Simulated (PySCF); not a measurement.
Electronic structure of As (arsenic, neutral) at the PBE level

Configuration: [Ar] 3d10 4s2 4p3, high-spin 4S determinant. All numbers are calculated (PySCF 2.14, a scalar-relativistic core potential, in aug-cc-pwCVTZ-PP with ECP10MDF).

* Total energy: -332.4307 hartree
* One-electron energy: -586.8178 hartree
* Hartree (Coulomb) energy: 281.2508 hartree
* Exchange-correlation energy: -26.8637 hartree
* ⟨S²⟩: 3.7506
* ⟨L²⟩: 0.000
* Sum of ⟨r⟩: 23.12 bohr
* Sum of ⟨r²⟩: 40.40 bohr²

```csv
shell,electrons,mean orbital energy (hartree),"rms radius, mean of both spins (bohr)"
3s α,1,-6.72195,0.647
3s β,1,-6.71638,0.647
3p α,3,-4.88522,0.674
3p β,3,-4.87914,0.674
3d α,5,-1.50337,0.753
3d β,5,-1.49351,0.753
4s α,1,-0.55794,2.08
4s β,1,-0.47377,2.08
4p α,3,-0.21696,2.74
```

Energies and moments cover only the electrons outside the core potential.
